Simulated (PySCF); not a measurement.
Calculation: PBE-D3(BJ)/def2-TZVP // B3LYP-D3(BJ)/def2-SVP (PySCF). Isolated molecules, 0 K electronic values unless said otherwise. One relaxed conformer stands for a flexible species; it need not be the lowest. Excitations are Tamm–Dancoff values on a coarser integration grid. The basis has no diffuse functions, so Rydberg states are missing or too high.

Reference species (SMILES): `C[O][GaH][O]C` (C–O–Ga–O torsion 0°, O–Ga–O–C torsion -180°) (neutral, multiplicity 1).

```yaml
T1 excitation (TDA): 4.55 eV
HOMO: -6.11 eV
S1 excitation (TDA): 5.20 eV
S1–T1 gap (TDA): 0.65 eV
```

Changed species: `[O](C)[GaH2]` (2 of 3 OCH3 replaced by H; the reference has 1 of 3 OCH3 replaced by H).

**Question.** What does the change do to the T1 excitation (TDA), HOMO, S1 excitation (TDA) and S1–T1 gap (TDA)?

**Answer.** the T1 excitation (TDA) decreases by 0.46 eV, to 4.09 eV; the HOMO decreases by 0.29 eV, to -6.40 eV; the S1 excitation (TDA) drops by 0.59 eV, to 4.61 eV; the S1–T1 gap (TDA) drops by 0.13 eV, to 0.52 eV.
